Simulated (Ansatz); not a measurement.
Cartesian coordinates in Å:
```
N -0.5167 -0.7705 0.8184
B 0.0457 0.0662 -0.1688
N 1.1138 0.9455 0.1064
S -0.5763 0.0496 -1.9052
H -0.2194 -0.7575 1.7778
H -1.1952 -1.4796 0.6157
H 1.4606 1.6057 -0.5642
H 1.5943 0.9707 0.9875
H -1.7069 -0.6301 -1.6675
```

Charge 0, multiplicity 1.

(1) List the CAM-B3LYP/def2-TZVPP orbital energies in eV (the Gaussian-basis code of Ansatz). (An estimate is asked.)

Results:

(1) Computed: Occupied: -2419.10, -391.02, -390.97, -217.18, -186.01, -161.77, -161.65, -161.56, -26.07, -25.14, -21.66, -16.40, -15.81, -15.44, -13.81, -12.36, -10.97, -10.26, -8.62, -8.17. Lowest empty: 1.29, 2.15, 2.50, 3.20, 3.39, 3.52, 4.09, 4.49.
